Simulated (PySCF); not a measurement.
trans-(1S,2S)-1-ethenyl-2-fluorocyclopropane (C5H7F), SMILES C=C[C@H]1[C@H](C1)F. Geometry: PBE0-D3(BJ)/def2-SVP. One conformer was computed; it need not be the lowest.

Task: Give the equilibrium geometry at PBE0-D3(BJ)/def2-SVP (PySCF confirms it by a frequency run) as Cartesian coordinates in Å. (The exact figures need the calculation; the answer reports its results.)

Result: This is not unique; one that fits is 
```xyz
13

C      2.4470     0.3104     0.4796
C      1.2629    -0.0813     0.0041
C     -0.0295     0.1610     0.6698
C     -1.1062    -0.9159     0.6419
C     -1.2716     0.3184    -0.1583
F     -1.1506     0.2165    -1.5055
H      2.5340     0.8528     1.4263
H      3.3722     0.1027    -0.0630
H      1.2144    -0.6162    -0.9509
H      0.0219     0.7757     1.5743
H     -0.8672    -1.8244     0.0822
H     -1.7238    -1.0677     1.5305
H     -2.0116     1.0730     0.1280
```
Charge 0, spin multiplicity 1.
